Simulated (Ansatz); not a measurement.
`C[O][AlH][CH2]F` and `C[O][AlH][SH]` differ in one atom or group.

Ansatz, PBE0-D4/def2-TZVP geometries, multiplicity 1. Each molecule was computed in one conformer, which needn't be the lowest.

```json
{"property": "size of the dipole moment (ωB97M-V/def2-TZVPP) / D", "`C[O][AlH][CH2]F`": "0.70"}
{"property": "HOMO–LUMO gap (ωB97M-V/def2-TZVPP) / eV", "`C[O][AlH][CH2]F`": "10.72"}
{"property": "HOMO energy (B3LYP/def2-TZVPP) / eV", "`C[O][AlH][CH2]F`": "-7.40"}
{"property": "HOMO energy (PBE/def2-TZVPP) / eV", "`C[O][AlH][CH2]F`": "-6.15"}
{"property": "LUMO energy (ωB97M-V/def2-TZVPP) / eV", "`C[O][AlH][CH2]F`": "0.83"}
{"property": "LUMO energy (PBE/def2-TZVPP) / eV", "`C[O][AlH][CH2]F`": "-1.49"}
```

Give the same properties after the change, and the shifts. (Estimate.)

The calculation gave: 
```
                                          property  `C[O][AlH][SH]`  shift
size of the dipole moment (ωB97M-V/def2-TZVPP) / D             1.54   0.84
           HOMO–LUMO gap (ωB97M-V/def2-TZVPP) / eV            10.93   0.21
               HOMO energy (B3LYP/def2-TZVPP) / eV            -7.43  -0.03
                 HOMO energy (PBE/def2-TZVPP) / eV            -6.45  -0.30
             LUMO energy (ωB97M-V/def2-TZVPP) / eV             1.03   0.20
                 LUMO energy (PBE/def2-TZVPP) / eV            -1.33   0.16
```

With PBE0 the HOMO falls by 0.10 eV and the LUMO rises by 0.15 eV, so the gap widens by about 0.25 eV. PBE moves the HOMO by -0.30 eV and ωB97M-V by -0.01 eV. Dipoles are sizes alone; their direction can turn.

B3LYP here is the variant with VWN-RPA as its local correlation; programs differ in this.
